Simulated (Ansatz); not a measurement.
Basis sets compared for the cluster B3N3 (the lowest singlet isomer of a short search). The state is a singlet with charge 0. Geometry PBE0-D4/def2-SVP. Ansatz on 4 threads of Arm Neoverse V1 on a shared host; times are rough, and most runs start from earlier orbitals.

| atom | x (Å) | y (Å) | z (Å) |
| --- | --- | --- | --- |
| B1 | -0.372 | -0.839 | 0.590 |
| B2 | 0.199 | -0.128 | -1.065 |
| B3 | 0.173 | 0.967 | 0.475 |
| N4 | -0.277 | 0.178 | 1.481 |
| N5 | 0.518 | 1.167 | -0.821 |
| N6 | -0.241 | -1.345 | -0.661 |

The structure comes from a short search, and lower isomers may exist.

Binding counts from free atoms (B doublet, N quartet) in the same basis, without a counterpoise term.

```tsv
level	functions	energy (Eh)	HOMO (eV)	LUMO (eV)	binding per atom (eV)	wall time
PBE-D4/def2-SVP	84	-238.3920	-7.58	-3.78	5.66	0.5 s
PBE-D4/def2-TZVP	186	-238.6474	-7.68	-3.98	5.54	1.1 s
r2SCAN-D4/def2-TZVP (with forces)	186	-238.8086	-7.91	-3.71	5.24	2.5 s
PBE0-D4/def2-SVP	84	-238.3973	-8.88	-2.89	5.41	0.6 s
PBE0-D4/def2-TZVP	186	-238.6522	-8.94	-3.07	5.29	1.5 s
```

Question: Estimate the rows for PBE-D4/def2-TZVPD, r2SCAN-D4/def2-TZVPD, PBE0-D4/def2-TZVPD.

Answer: 
```json
{"level": "PBE-D4/def2-TZVPD", "functions": "222", "energy (Eh)": "-238.6481", "HOMO (eV)": "-7.70", "LUMO (eV)": "-4.00", "binding per atom (eV)": "5.54", "wall time": "1.6 s"}
{"level": "r2SCAN-D4/def2-TZVPD", "functions": "222", "energy (Eh)": "-238.8091", "HOMO (eV)": "-7.92", "LUMO (eV)": "-3.72", "binding per atom (eV)": "5.24", "wall time": "2.9 s"}
{"level": "PBE0-D4/def2-TZVPD", "functions": "222", "energy (Eh)": "-238.6529", "HOMO (eV)": "-8.95", "LUMO (eV)": "-3.10", "binding per atom (eV)": "5.29", "wall time": "2.1 s"}
```
